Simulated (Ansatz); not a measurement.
Ansatz (a quantum-chemistry and plane-wave program) input (HF/6-31G*):

Ansatz 0.2 input:
```yaml
crystal:
  periodic: [false, false, false]
  atoms:
    - {symbol: C, position_ang: [-1.17793430, 0.16807989, 0.19814743]}
    - {symbol: C, position_ang: [0.31813057, 0.19007533, 0.41643604]}
    - {symbol: F, position_ang: [0.94731600, -0.38556548, -0.65908800]}
    - {symbol: H, position_ang: [-1.53008650, -0.85136475, 0.08813981]}
    - {symbol: H, position_ang: [-1.68924243, 0.62073954, 1.04196580]}
    - {symbol: H, position_ang: [-1.43837698, 0.71885637, -0.69862183]}
    - {symbol: H, position_ang: [0.59946586, -0.36901603, 1.29996936]}
    - {symbol: H, position_ang: [0.69121847, 1.20194285, 0.51283806]}
basis:
  gaussian:
    orbitals: 6-31G*
hamiltonian:
  xc: {name: HF}
phonons: {temperatures: {t_min: 298.15, t_max: 298.15, t_step: 100}}
```

Output:

```
Functional definition: HF
integrals: 0.01 GiB planned
635 factors; integrals over basis functions are off by at most 3.8e-4 eV
mean field: 0.09 GiB planned
mean field evaluation 1: about -4844.2725 eV, gradient 2.5e1 eV
mean field evaluation 2: about -4844.2708 eV, gradient 2.5e1 eV
mean field evaluation 4: about -4845.7094 eV, gradient 2.8e0 eV
mean field evaluation 8: about -4845.7280 eV, gradient 3.7e-3 eV
mean field -4845.72801369 eV, -178.0772199507 hartree, gradient 1.5e-5 eV, S^2 0.000000; 0 other end points of the search recorded, 0 dependent functions left out
the calculation of the forces begins
reference -4845.72801369 eV, -178.0772199507 hartree; 13, 13 occupied and 42, 42 virtual orbitals, 635 factors
these checks for a lower state are left out or cut short: stability, starts, cluster_reference, orbital_swaps, neighbouring_geometries, increment
integrals: 0.01 GiB planned
635 factors; integrals over basis functions are off by at most 3.8e-4 eV
mean field: 0.09 GiB planned
mean field evaluation 16: about -4845.7278 eV, gradient 1.7e-5 eV
mean field -4845.72780863 eV, -178.0772124150 hartree, gradient 1.3e-6 eV, S^2 0.000000; 0 other end points of the search recorded, 0 dependent functions left out
the calculation of the forces begins
reference -4845.72780863 eV, -178.0772124150 hartree; 13, 13 occupied and 42, 42 virtual orbitals, 635 factors
these checks for a lower state are left out or cut short: stability, starts, cluster_reference, orbital_swaps, neighbouring_geometries, increment
integrals: 0.01 GiB planned
635 factors; integrals over basis functions are off by at most 3.8e-4 eV
mean field: 0.09 GiB planned
mean field -4845.72781653 eV, -178.0772127050 hartree, gradient 1.3e-6 eV, S^2 0.000000; 0 other end points of the search recorded, 0 dependent functions left out
the calculation of the forces begins
reference -4845.72781653 eV, -178.0772127050 hartree; 13, 13 occupied and 42, 42 virtual orbitals, 635 factors
these checks for a lower state are left out or cut short: stability, starts, cluster_reference, orbital_swaps, neighbouring_geometries, increment
integrals: 0.01 GiB planned
635 factors; integrals over basis functions are off by at most 3.8e-4 eV
mean field: 0.09 GiB planned
mean field evaluation 32: about -4845.7278 eV, gradient 1.7e-5 eV
mean field -4845.72782640 eV, -178.0772130678 hartree, gradient 1.3e-6 eV, S^2 0.000000; 0 other end points of the search recorded, 0 dependent functions left out
the calculation of the forces begins
reference -4845.72782640 eV, -178.0772130678 hartree; 13, 13 occupied and 42, 42 virtual orbitals, 635 factors
these checks for a lower state are left out or cut short: stability, starts, cluster_reference, orbital_swaps, neighbouring_geometries, increment
integrals: 0.01 GiB planned
635 factors; integrals over basis functions are off by at most 3.8e-4 eV
mean field: 0.09 GiB planned
mean field -4845.72782646 eV, -178.0772130701 hartree, gradient 1.3e-6 eV, S^2 0.000000; 0 other end points of the search recorded, 0 dependent functions left out
the calculation of the forces begins
reference -4845.72782646 eV, -178.0772130701 hartree; 13, 13 occupied and 42, 42 virtual orbitals, 635 factors
these checks for a lower state are left out or cut short: stability, starts, cluster_reference, orbital_swaps, neighbouring_geometries, increment
integrals: 0.01 GiB planned
635 factors; integrals over basis functions are off by at most 3.8e-4 eV
mean field: 0.09 GiB planned
mean field -4845.72782997 eV, -178.0772131990 hartree, gradient 1.3e-6 eV, S^2 0.000000; 0 other end points of the search recorded, 0 dependent functions left out
the calculation of the forces begins
reference -4845.72782997 eV, -178.0772131990 hartree; 13, 13 occupied and 42, 42 virtual orbitals, 635 factors
these checks for a lower state are left out or cut short: stability, starts, cluster_reference, orbital_swaps, neighbouring_geometries, increment
integrals: 0.01 GiB planned
635 factors; integrals over basis functions are off by at most 3.8e-4 eV
mean field: 0.09 GiB planned
mean field -4845.72782332 eV, -178.0772129548 hartree, gradient 1.3e-6 eV, S^2 0.000000; 0 other end points of the search recorded, 0 dependent functions left out
the calculation of the forces begins
reference -4845.72782332 eV, -178.0772129548 hartree; 13, 13 occupied and 42, 42 virtual orbitals, 635 factors
these checks for a lower state are left out or cut short: stability, starts, cluster_reference, orbital_swaps, neighbouring_geometries, increment
integrals: 0.01 GiB planned
635 factors; integrals over basis functions are off by at most 3.8e-4 eV
mean field: 0.09 GiB planned
mean field evaluation 64: about -4845.7278 eV, gradient 1.3e-6 eV
[...]
mean field -4845.72790971 eV, -178.0772161296 hartree, gradient 1.1e-6 eV, S^2 0.000000; 0 other end points of the search recorded, 0 dependent functions left out
the calculation of the forces begins
reference -4845.72790971 eV, -178.0772161296 hartree; 13, 13 occupied and 42, 42 virtual orbitals, 635 factors
these checks for a lower state are left out or cut short: stability, starts, cluster_reference, orbital_swaps, neighbouring_geometries, increment
integrals: 0.01 GiB planned
635 factors; integrals over basis functions are off by at most 3.8e-4 eV
mean field: 0.09 GiB planned
mean field -4845.72799600 eV, -178.0772193006 hartree, gradient 6.4e-6 eV, S^2 0.000000; 0 other end points of the search recorded, 0 dependent functions left out
the calculation of the forces begins
reference -4845.72799600 eV, -178.0772193006 hartree; 13, 13 occupied and 42, 42 virtual orbitals, 635 factors
these checks for a lower state are left out or cut short: stability, starts, cluster_reference, orbital_swaps, neighbouring_geometries, increment
integrals: 0.01 GiB planned
635 factors; integrals over basis functions are off by at most 3.8e-4 eV
mean field: 0.09 GiB planned
mean field evaluation 128: about -4845.7280 eV, gradient 5.2e-2 eV
mean field -4845.72799539 eV, -178.0772192780 hartree, gradient 6.8e-6 eV, S^2 0.000000; 0 other end points of the search recorded, 0 dependent functions left out
the calculation of the forces begins
reference -4845.72799539 eV, -178.0772192780 hartree; 13, 13 occupied and 42, 42 virtual orbitals, 635 factors
these checks for a lower state are left out or cut short: stability, starts, cluster_reference, orbital_swaps, neighbouring_geometries, increment
integrals: 0.01 GiB planned
635 factors; integrals over basis functions are off by at most 3.8e-4 eV
mean field: 0.09 GiB planned
mean field -4845.72792253 eV, -178.0772166008 hartree, gradient 1.6e-6 eV, S^2 0.000000; 0 other end points of the search recorded, 0 dependent functions left out
the calculation of the forces begins
reference -4845.72792253 eV, -178.0772166008 hartree; 13, 13 occupied and 42, 42 virtual orbitals, 635 factors
these checks for a lower state are left out or cut short: stability, starts, cluster_reference, orbital_swaps, neighbouring_geometries, increment
integrals: 0.01 GiB planned
635 factors; integrals over basis functions are off by at most 3.8e-4 eV
mean field: 0.09 GiB planned
mean field -4845.72792017 eV, -178.0772165138 hartree, gradient 2.2e-6 eV, S^2 0.000000; 0 other end points of the search recorded, 0 dependent functions left out
the calculation of the forces begins
reference -4845.72792017 eV, -178.0772165138 hartree; 13, 13 occupied and 42, 42 virtual orbitals, 635 factors
these checks for a lower state are left out or cut short: stability, starts, cluster_reference, orbital_swaps, neighbouring_geometries, increment
integrals: 0.01 GiB planned
635 factors; integrals over basis functions are off by at most 3.8e-4 eV
mean field: 0.09 GiB planned
mean field -4845.72798713 eV, -178.0772189746 hartree, gradient 8.5e-6 eV, S^2 0.000000; 0 other end points of the search recorded, 0 dependent functions left out
the calculation of the forces begins
reference -4845.72798713 eV, -178.0772189746 hartree; 13, 13 occupied and 42, 42 virtual orbitals, 635 factors
these checks for a lower state are left out or cut short: stability, starts, cluster_reference, orbital_swaps, neighbouring_geometries, increment
integrals: 0.01 GiB planned
635 factors; integrals over basis functions are off by at most 3.8e-4 eV
mean field: 0.09 GiB planned
mean field -4845.72798424 eV, -178.0772188686 hartree, gradient 9.3e-6 eV, S^2 0.000000; 0 other end points of the search recorded, 0 dependent functions left out
the calculation of the forces begins
reference -4845.72798424 eV, -178.0772188686 hartree; 13, 13 occupied and 42, 42 virtual orbitals, 635 factors
these checks for a lower state are left out or cut short: stability, starts, cluster_reference, orbital_swaps, neighbouring_geometries, increment
integrals: 0.01 GiB planned
635 factors; integrals over basis functions are off by at most 3.8e-4 eV
mean field: 0.09 GiB planned
mean field -4845.72798633 eV, -178.0772189453 hartree, gradient 9.1e-6 eV, S^2 0.000000; 0 other end points of the search recorded, 0 dependent functions left out
the calculation of the forces begins
reference -4845.72798633 eV, -178.0772189453 hartree; 13, 13 occupied and 42, 42 virtual orbitals, 635 factors
these checks for a lower state are left out or cut short: stability, starts, cluster_reference, orbital_swaps, neighbouring_geometries, increment
integrals: 0.01 GiB planned
635 factors; integrals over basis functions are off by at most 3.8e-4 eV
mean field: 0.09 GiB planned
mean field evaluation 160: about -4845.7280 eV, gradient 8.8e-6 eV
mean field -4845.72798678 eV, -178.0772189619 hartree, gradient 8.8e-6 eV, S^2 0.000000; 0 other end points of the search recorded, 0 dependent functions left out
the calculation of the forces begins
reference -4845.72798678 eV, -178.0772189619 hartree; 13, 13 occupied and 42, 42 virtual orbitals, 635 factors
these checks for a lower state are left out or cut short: stability, starts, cluster_reference, orbital_swaps, neighbouring_geometries, increment
integrals: 0.01 GiB planned
635 factors; integrals over basis functions are off by at most 3.8e-4 eV
mean field: 0.09 GiB planned
mean field -4845.72796617 eV, -178.0772182045 hartree, gradient 9.7e-7 eV, S^2 0.000000; 0 other end points of the search recorded, 0 dependent functions left out
the calculation of the forces begins
reference -4845.72796617 eV, -178.0772182045 hartree; 13, 13 occupied and 42, 42 virtual orbitals, 635 factors
these checks for a lower state are left out or cut short: stability, starts, cluster_reference, orbital_swaps, neighbouring_geometries, increment
integrals: 0.01 GiB planned
635 factors; integrals over basis functions are off by at most 3.8e-4 eV
mean field: 0.09 GiB planned
mean field -4845.72796764 eV, -178.0772182582 hartree, gradient 1.0e-6 eV, S^2 0.000000; 0 other end points of the search recorded, 0 dependent functions left out
the calculation of the forces begins
reference -4845.72796764 eV, -178.0772182582 hartree; 13, 13 occupied and 42, 42 virtual orbitals, 635 factors
these checks for a lower state are left out or cut short: stability, starts, cluster_reference, orbital_swaps, neighbouring_geometries, increment
integrals: 0.01 GiB planned
635 factors; integrals over basis functions are off by at most 3.8e-4 eV
mean field: 0.09 GiB planned
mean field -4845.72792957 eV, -178.0772168595 hartree, gradient 2.2e-6 eV, S^2 0.000000; 0 other end points of the search recorded, 0 dependent functions left out
the calculation of the forces begins
reference -4845.72792957 eV, -178.0772168595 hartree; 13, 13 occupied and 42, 42 virtual orbitals, 635 factors
these checks for a lower state are left out or cut short: stability, starts, cluster_reference, orbital_swaps, neighbouring_geometries, increment
integrals: 0.01 GiB planned
635 factors; integrals over basis functions are off by at most 3.8e-4 eV
mean field: 0.09 GiB planned
mean field -4845.72793204 eV, -178.0772169502 hartree, gradient 2.0e-6 eV, S^2 0.000000; 0 other end points of the search recorded, 0 dependent functions left out
the calculation of the forces begins
reference -4845.72793204 eV, -178.0772169502 hartree; 13, 13 occupied and 42, 42 virtual orbitals, 635 factors
Total energy: -4845.72801369 eV, -178.0772199507 hartree
Atom 0 at    -1.177934     0.168080     0.198147 Å, force    -0.000065    -0.000640    -0.001284 eV/Å
Atom 1 at     0.318131     0.190075     0.416436 Å, force    -0.000320     0.000545     0.001051 eV/Å
Atom 2 at     0.947316    -0.385565    -0.659088 Å, force    -0.000234     0.000383     0.000738 eV/Å
Atom 3 at    -1.530086    -0.851365     0.088140 Å, force    -0.000002     0.000219     0.000116 eV/Å
Atom 4 at    -1.689242     0.620740     1.041966 Å, force     0.000798     0.000115     0.000322 eV/Å
Atom 5 at    -1.438377     0.718856    -0.698622 Å, force    -0.000017    -0.000037     0.000245 eV/Å
Atom 6 at     0.599466    -0.369016     1.299969 Å, force    -0.000080    -0.000286    -0.000597 eV/Å
Atom 7 at     0.691218     1.201943     0.512838 Å, force    -0.000081    -0.000300    -0.000590 eV/Å
Dipole moment:    -0.216978     0.165502     0.305017 e Å
Vibrations: 273.48 439.64 877.37 970.84 1168.25 1239.47 1308.93 1421.57 1546.71 1587.25 1626.68 1645.02 1682.88 3212.65 3243.44 3275.28 3280.17 3301.40 cm⁻¹, zero-point energy 1.990010 eV
```

The blocks after the first are displaced geometries, from whose forces the wavenumbers follow.
